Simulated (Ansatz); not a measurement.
The first iterations of a band of CH₃F₂Sc (7 atoms, charge 0, multiplicity 1).

These are results of RKS B3LYP/def2-SVP (Ansatz 0.2.0), not measurements.

- movable images: 5
- climbing image: yes
- spring: 5.0 eV/Å²
- optimiser: quadratic models (default)
- start path: through a guess of the saddle point
- force threshold: 0.03 eV/Å
- iteration limit: 52
- end points: relaxed

Image 0:

```xyz
7
Properties=species:S:1:pos:R:3
C -0.416 0.894 -0.214
Sc 0.463 -1.051 0.273
F 1.981 -1.080 1.294
F -0.331 -2.559 -0.395
H -1.483 0.830 -0.497
H -0.328 1.620 0.616
H 0.114 1.346 -1.078
```

Image 6:

```xyz
7
Properties=species:S:1:pos:R:3
C -0.398 0.897 -0.233
Sc 0.525 -1.042 0.195
F 1.990 -1.083 1.290
F -0.354 -2.549 -0.360
H 0.311 1.742 -0.156
H -0.867 0.938 -1.233
H -1.208 1.096 0.498
```

| iteration | highest image above the first end (eV) | largest band force component (eV/Å) |
| --- | --- | --- |
| 1 | 20.202 | 65.645 |
| 2 | 4.878 | 14.841 |
| 3 | 2.147 | 7.520 |

Problem. Does the band converge within its limit, and where does its top end?

Solution. It converged. It ended after 10 iterations with the highest image 0.000 eV above the first end. The top lies less than 8 meV above the higher end, about what the thresholds resolve: that end is a shoulder or a very shallow well. A vibrational analysis at the climbing image gives no mode beyond 40i cm⁻¹: the surface is too flat there to confirm a saddle point.

Run time: 4.1 min on 1 thread of Arm Neoverse V1, with other jobs on the host, peak memory 0.18 GiB.
